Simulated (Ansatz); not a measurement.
Cartesian coordinates in Å:
```
C 0.400 0.765 -1.813
C 0.410 1.337 -0.400
C 0.590 2.851 -0.451
C 1.535 0.706 0.413
O -0.835 1.122 0.229
Cd -1.474 -0.708 0.524
O -2.320 -2.442 0.850
Si -1.825 -3.841 1.507
H 1.329 0.978 -2.347
H -0.432 1.185 -2.382
H 0.282 -0.326 -1.786
H 0.576 3.261 0.561
H -0.228 3.303 -1.014
H 1.536 3.122 -0.926
H 2.518 0.918 -0.016
H 1.514 1.081 1.438
H 1.422 -0.386 0.442
H -0.664 -4.427 0.770
H -1.391 -3.674 2.927
H -2.941 -4.824 1.472
```

The species carries charge 0 and has multiplicity 1. Cd: def2 effective core potential.

**Question.** List the PBE/def2-TZVPP orbital energies in eV (Ansatz 0.2.0). (An estimate is asked.)

**Answer.** Ansatz gave: Occupied: -1779.50, -509.91, -509.77, -270.53, -268.81, -268.80, -268.60, -137.17, -109.30, -93.92, -93.89, -93.88, -69.86, -69.83, -69.75, -24.57, -23.39, -19.44, -17.23, -17.13, -14.46, -13.58, -13.26, -13.15, -13.15, -12.94, -12.20, -11.21, -11.12, -11.11, -9.81, -9.79, -9.45, -9.05, -8.95, -8.63, -8.59, -8.47, -8.41, -6.99, -6.71, -6.57, -5.98. Lowest empty: -2.44, -1.00, -0.82, 0.15, 0.71, 1.22, 1.35, 1.41.
